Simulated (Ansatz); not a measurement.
`F[Si]1(F)CS1` + GeH₄ → `F[Si]1([GeH3])CS1` + H–F  (formal exchange of groups at the Si–F bond)

Isolated molecules relaxed with PBE0-D4/def2-TZVP in Ansatz; ΔE leaves out vibrations. CCSD(T)/CBS adds triple-zeta CCSD(T) − MP2 to the extrapolated MP2 energy (def2 sets, frozen cores). This one scheme is used for every species. DFT in def2-TZVPP. For Ge outer-core shells are correlated without core-valence functions, which leaves a few kJ/mol of doubt a bond. Scalar relativity is left out up to krypton.

```
       level  ΔE (kcal/mol)
   r2SCAN-D4           27.4
     PBE0-D4           23.5
         PBE           23.4
HF/CBS(def2)           35.4
```

What does CCSD(T)/CBS give? (An estimate is asked.)

Computed: +25.9 kcal/mol. The listed levels differ from it by 1.5, -2.4, -2.5, 9.5 kcal/mol.

Largest T1 diagnostic among the species: 0.013.

In def2-TZVPP, CCSD(T) changes the Hartree–Fock value by −7.7 kcal/mol (the triples alone add −1.1 kcal/mol) and MP2 by −8.3 kcal/mol. From PBE to PBE0 (25 % exact exchange), in def2-TZVPP and without D4, ΔE moves by +1.3 kcal/mol.
